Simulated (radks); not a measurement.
Results of a calculation; reference values are marked as such.
Effect of the nuclear size on neutral bismuth, [Hg] 6p3. Level of theory: Dirac Kohn-Sham, PBE, spin-unpolarised, spherical densities, finite nucleus; open shells are shared between the two j in proportion to 2j + 1; Fermi nuclear charge, rms radius 5.5211 fm (a radial shooting solver on a logarithmic mesh with Libxc functionals). The rms radius is varied about that value; shifts are against it.

rms radius (fm)	total energy shift (eV)	density at nucleus (e/bohr^3)	1s1/2 shift (meV)	2s1/2 shift (meV)	5s1/2 shift (meV)	5p1/2 shift (meV)	6s1/2 shift (meV)	6p1/2 shift (meV)	6p3/2 shift (meV)
4.4997	-49.5	3.253e+06	-19700	-3020	-37.5	0.352	-4.41	0.328	0.441
5.2782	-12.3	3.029e+06	-4880	-749	-9.29	0.086	-1.09	0.081	0.109
5.5211	0	2.969e+06	0.000	0.000	0.000	0.000	0.000	0.000	0.000
5.9738	23.7	2.866e+06	9410	1440	17.9	-0.164	2.11	-0.157	-0.211
6.283	40.5	2.802e+06	16100	2470	30.6	-0.278	3.60	-0.267	-0.361

Slopes of the eigenvalues against <r^2> in GHz/fm^2, as finite differences over the two radii next to the reference (eigenvalue slopes, not the field-shift constants of lines): 1s1/2 441000, 2s1/2 67800, 5s1/2 841, 5p1/2 -7.71, 6s1/2 98.9, 6p1/2 -7.35, 6p3/2 -9.91.
